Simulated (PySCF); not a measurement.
ReO2F3, SMILES [O]=[Re]([F])(=[O])([F])[F], multiplicity 1.

Coordinates come from a B3LYP-D3(BJ)/def2-SVP optimisation. The multiplicity is an assumed one; other spin states were not compared. The def2 effective core potentials stand for the cores of Re; spin–orbit coupling is left out.

Computed with PBE/def2-TZVP (PySCF).

Gas-phase values at a fixed geometry.

| Property | Value |
|---|---|
| total energy | -528.29804 hartree |
| point group | C2v |
| highest occupied level | -9.42 eV |
| lowest empty level | -5.43 eV |
| orbital gap | 3.98 eV |
| dipole moment | 0.055 e·Å |
| quadrupole, principal values (traceless, Buckingham form, about the centre of nuclear charge) | -1.95, -0.95, 2.90 D·Å |
| mean static polarisability | 45.4 bohr³ (6.72 Å³) |
| polarisability, principal values | 44.9, 45.3, 45.9 bohr³ |
